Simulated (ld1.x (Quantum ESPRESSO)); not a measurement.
# Ranking RRKJ potentials for zirconium (Zr)

All share these settings but for the change named:

ld1.x (Quantum ESPRESSO) 7.5 input, shortened:

```
&input
   title='Zr', zed=40., rel=1, dft='PZ', iswitch=3,
   config='[Kr] 4d2 5s1.75 5p0'
 /
 &inputp
   pseudotype=2, tm=.false., lloc=0,
   nlcc=.false.
 /
3
4P  2  1   6.00   0.00  2.25  2.25  0.0
4D  3  2   2.00   0.00  2.00  2.00  0.0
5S  1  0   1.75   0.00  3.15  3.15  0.0
 &test
   configts(1)='4p6 4d2 5s1.75 5p0'
 /
```

Cutoff: the first of the cutoffs (Ry, on a coarse ladder) from which the occupation-weighted sum of valence levels, in a spherical-Bessel basis at the reference potential, stays within 10 and 1 mRy of its value at 400 Ry; the density cutoff is not measured.

The base gives 25 Ry.

Of 6 variants that were run, those that failed, showed a ghost or another fault, or gave nearly equal values are left out.

A variant can come out equal or close to the base.

**Question.** Rank these variants from softest to hardest (loose cutoff).
A. wave 4d (bound): rc 2.00 bohr becomes 4d (bound): rc 3.00 bohr
B. wave 4d (bound): rc 2.00 bohr becomes 4d (bound): rc 1.64 bohr
C. wave 4d (bound): rc 2.00 bohr becomes 4d (bound): rc 1.26 bohr
D. wave 4d (bound): rc 2.00 bohr becomes 4d (bound): rc 2.24 bohr

**Answer.** A (21 Ry), D (25 Ry), B (30 Ry), C (40 Ry).
